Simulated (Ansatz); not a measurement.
`B/C=C/C` + H₂O → `B/C=C/O` + CH₄  (formal hydrolysis of a C–C bond)

Calculated with Ansatz (gas phase, PBE0-D4/def2-TZVP geometries, no zero-point term in ΔE). CCSD(T)/CBS is the MP2 limit (def2-TZVPP, def2-QZVPP) plus CCSD(T) − MP2 in def2-TZVPP, frozen cores. This one scheme is used for every species. Double bonds are as drawn, so ΔE can hold a change between cis and trans. DFT in def2-TZVPP. B3LYP here is the variant with VWN-RPA as its local correlation; programs differ in this. One conformer a species, not always the lowest.

| level | ΔE (kcal/mol) | difference from CCSD(T)/CBS |
| --- | --- | --- |
| r2SCAN-D4 | -4.5 | -5.2 |
| PBE0-D4 | -2.8 | -3.5 |
| B3LYP-D4 | -3.0 | -3.7 |
| PBE0 | -3.2 | -3.9 |
| B3LYP | -3.8 | -4.5 |
| HF/def2-TZVPP | -1.7 | -2.4 |
| MP2/def2-TZVPP | 0.0 | -0.7 |
| CCSD/def2-TZVPP | -0.1 | -0.8 |
| HF/def2-QZVPP | -1.4 | -2.1 |
| CCSD/CBS(def2) | 1.1 | 0.4 |
| CCSD(T)/CBS | 0.7 | 0 |

Largest T1 diagnostic among the species: 0.013.

In def2-TZVPP, CCSD(T) changes the Hartree–Fock value by +1.1 kcal/mol (the triples alone add −0.4 kcal/mol) and MP2 by +1.7 kcal/mol. From PBE to PBE0 (25 % exact exchange), in def2-TZVPP and without D4, ΔE moves by +1.6 kcal/mol. The D4 term adds +0.7 kcal/mol with B3LYP and +0.4 kcal/mol with PBE0; it sums over pairs of atoms, weighted by their polarisabilities, and B3LYP, whose exchange is more repulsive, gets the larger term.
